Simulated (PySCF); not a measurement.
LaSi: energy against distance

Set-up: La x2c-TZVPall, Si x2c-TZVPall; spin-free X2C with a Gaussian nucleus (PySCF 2.14). Energies in eV from La (5d1 6s2) + Si in their ground configurations at the same level. State: quartet, about 0.0 electrons in the 4f shell (Mulliken).

All columns are ωB97X. A positive dipole means La(−)Si(+).

```tsv
R (Å)	E (eV)	μ (D)	Mulliken charge on La (basis-dependent)	HOMO (eV)	LUMO (eV)	Mayer bond order	⟨S²⟩
2.221	-1.269	-3.65	0.42	-5.07	-0.98	2.42	3.76
2.325	-1.824	-4.27	0.42	-5.17	-0.85	2.35	3.76
2.428	-2.129	-4.82	0.42	-5.27	-0.74	2.29	3.76
2.506	-2.231	-5.20	0.42	-5.34	-0.67	2.25	3.76
2.583	-2.250	-5.55	0.41	-5.40	-0.61	2.21	3.77
2.660	-2.205	-5.85	0.39	-5.46	-0.56	2.15	3.79
2.764	-2.083	-6.02	0.38	-5.50	-0.61	1.94	3.93
2.893	-1.905	-6.00	0.37	-5.52	-0.69	1.60	4.19
3.048	-1.679	-6.19	0.37	-5.58	-0.76	1.33	4.38
3.255	-1.358	-6.79	0.39	-5.69	-0.84	1.13	4.52
```

A fit through these points gives, at Re = 2.563 Å, μ = -5.47 D and dμ/dR = -4.53 D/Å; the reduced mass is 23.29 u.

Task: How strong is the fundamental in the double-harmonic approximation, I = 42.26·(dμ/dR)²/μred km/mol?

Result: I = 42.26·(-4.53)²/23.29 = 37.2 km/mol at ωB97X.

⟨S²⟩ of the unrestricted solution departs from its pure value on part of the curve, where spin states mix. Spin–orbit coupling is left out, which matters for elements this heavy, above all for dissociation energies. The state is the lowest single determinant that the PBE0 search found; with open d or f shells the true ground state can be another one.
